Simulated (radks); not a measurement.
Spherical jellium clusters: N electrons in a uniform positive sphere of charge N and radius rs N^(1/3), rs = 2.2 bohr. Calculated with a radial shooting solver with Libxc functionals: non-relativistic Kohn-Sham, PBE, spin-polarised, spherical densities. Levels are named by radial order and angular momentum (1s, 1p, 1d, 2s, ...), and open shells are averaged over m.

N = 7, configuration 1s2 1p(up 3, down 2). This is the lowest configuration that the search found. Occupied and some empty levels:

level,occupation,eigenvalue (eV),<r> (bohr)
1s up,1,-8.8227,2.949
1s down,1,-8.5021,2.921
1p up,3,-4.8169,3.896
1p down,2,-4.4346,3.924
2s up,0,-1.1988,6.537
2s down,0,-1.0581,6.729
1d up,0,-0.91441,5.524
1d down,0,-0.62870,5.812

Energy (eV): total -4.58629, kinetic 31.443, external -352.93, Hartree 165.48, exchange-correlation -38.678, background 190.10.
